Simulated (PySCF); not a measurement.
# Br, SMILES `[Br]` (charge 0, multiplicity 2)

All values below come from TPSSh-D3(BJ)/def2-TZVP (PySCF 2.14.0).

```
Item                                           Result
-----------------------------  ----------------------
highest occupied spin orbital                -8.08 eV
dipole moment                               0.000 e·Å
total energy                            -2574.0232 Ha
cost                           roughly 6 core-seconds
```

Bonded distances (Å): .
Charge 0, spin multiplicity 2.
